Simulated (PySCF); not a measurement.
Radial density of Mn²⁺ (manganese, charge +2)

UHF, [Ar] 3d4 4p1, one real determinant (an excited configuration). All numbers are calculated (PySCF 2.14, the spin-free X2C one-electron Hamiltonian (Gaussian nucleus), in x2c-QZVPPall with one added diffuse shell each of s, p, d, f, g type (12s8p6d5f3g, 128 functions)).

| r (bohr) | 4πr²ρ (e/bohr) | 4πr²(ρα − ρβ) |
| --- | --- | --- |
| 0.000820 | 0.1231 | 0.0000 |
| 0.00138 | 0.3188 | 0.0000 |
| 0.00232 | 0.8108 | -0.0001 |
| 0.00390 | 2.004 | -0.0002 |
| 0.00656 | 4.721 | -0.0005 |
| 0.0110 | 10.22 | -0.0010 |
| 0.0186 | 19.15 | -0.0018 |
| 0.0312 | 28.23 | -0.0016 |
| 0.0525 | 28.96 | 0.0029 |
| 0.0884 | 23.17 | 0.0216 |
| 0.149 | 29.77 | 0.1104 |
| 0.250 | 29.31 | 0.5880 |
| 0.421 | 12.02 | 2.1990 |
| 0.707 | 14.81 | 3.8836 |
| 1.19 | 7.256 | 2.4641 |
| 2.00 | 1.041 | 0.7857 |
| 3.37 | 0.3415 | 0.3406 |
| 5.66 | 0.02289 | 0.0229 |
| 9.52 | 3.011e-05 | 0.0000 |

Densities and radii are taken from the X2C orbitals without a picture-change correction, which distorts them close to the nucleus.

⟨L²⟩ = 8.01 against 12 for a pure F term, so this real determinant mixes terms.
